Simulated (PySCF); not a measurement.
# As⁺ (arsenic, charge +1) across methods

[Ar] 3d10 4s2 4p2, high-spin 3P determinant. Calculation: PySCF 2.14, in x2c-TZVPPall (6s5p4d1f, 48 functions); the spin-free X2C one-electron Hamiltonian (Gaussian nucleus).

| method | E (hartree) | mean ε 4s α (eV) | mean ε 4s β (eV) | mean ε 4p α (eV) | Σ⟨r²⟩ (bohr²) | ⟨S²⟩ |
| --- | --- | --- | --- | --- | --- | --- |
| BHandHLYP | -2260.317 | -27.476 | -24.561 | -16.274 | 30.27 | 2.003 |
| r2SCANh | -2260.303 | -25.324 | -22.888 | -14.895 | 30.11 | 2.004 |
| PBE | -2260.027 | -24.022 | -22.286 | -14.027 | 30.23 | 2.002 |
| PBE0 | -2260.066 | -25.844 | -23.364 | -15.290 | 30.20 | 2.003 |
| r2SCAN | -2260.314 | -24.670 | -22.468 | -14.441 | 30.10 | 2.004 |
| M06-2X | -2260.426 | -27.042 | -23.518 | -16.203 | 30.39 | 2.004 |
| UHF | -2258.66337 | -30.477 | -25.385 | -18.407 | 30.60 | 2.009 |
| LDA | -2256.894 | -24.231 | -22.695 | -14.048 | 30.16 | 2.001 |

**Question.** Estimate the same row for LC-wPBE.

**Answer.** E (hartree) = -2260.068; mean ε 4s α (eV) = -29.208; mean ε 4s β (eV) = -26.363; mean ε 4p α (eV) = -18.101; Σ⟨r²⟩ (bohr²) = 30.05; ⟨S²⟩ = 2.004.
